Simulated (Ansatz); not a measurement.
Computed with Ansatz on PBE0-D4/def2-TZVP structures; ΔE is electronic, products minus reactants. CCSD(T)/CBS is the MP2 limit (def2-TZVPP, def2-QZVPP) plus CCSD(T) − MP2 in def2-TZVPP, frozen cores. This one scheme is used for every species. DFT in def2-TZVPP. def2 core potentials past Kr. For Sn outer-core shells are correlated without core-valence functions, which leaves a few kJ/mol of doubt a bond. Each species was taken in one conformer, which may not be the lowest.

Reaction (formal exchange of groups at the Sn–O bond): `[OH][Sn]([OH])([F])[F]` + SiH₄ → `[OH][Sn]([F])([F])[SiH3]` + H₂O

```csv
level,ΔE (kJ/mol)
PBE0-D4,-42.2
PBE0,-40.0
```

**Question.** What does CCSD(T)/CBS give? (An estimate is asked.)

**Answer.** Ansatz gave: -31.1 kJ/mol. The listed levels differ from it by -11.1, -8.9 kJ/mol.

Largest T1 diagnostic among the species: 0.015.

Leaving LDA and LC-ωPBE aside and taking each functional with its dispersion term where it has one, the values, not all of them listed here, spread over 20.4 kJ/mol, from PBE0-D4 to B97M-V. LDA lies −6.6 kJ/mol from PBE without D4. In def2-TZVPP, CCSD(T) changes the Hartree–Fock value by −9.5 kJ/mol (the triples alone add +0.9 kJ/mol) and MP2 by −10.5 kJ/mol. At CCSD(T), def2-SVP lies +9.1 kJ/mol from the extrapolated value and def2-TZVPP +6.2 kJ/mol.
